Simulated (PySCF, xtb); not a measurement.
3-methylpenta-1,2-diene (C6H10), SMILES CC(CC)=C=C.

GFN2-xTB run with xtb at its own geometry gives an orbital gap of 5.04 eV and a dipole moment of 0.52 D.

Coordinates come from a TPSSh-D3(BJ)/def2-SVP optimisation. One conformer was computed; it need not be the lowest.

Problem. What does PBE0/def2-TZVP in PySCF give? (Estimate from the structure and the level; the computed values follow.)

Solution. gap 7.38 eV (levels -6.85 and 0.52 eV), dipole 0.64 D.
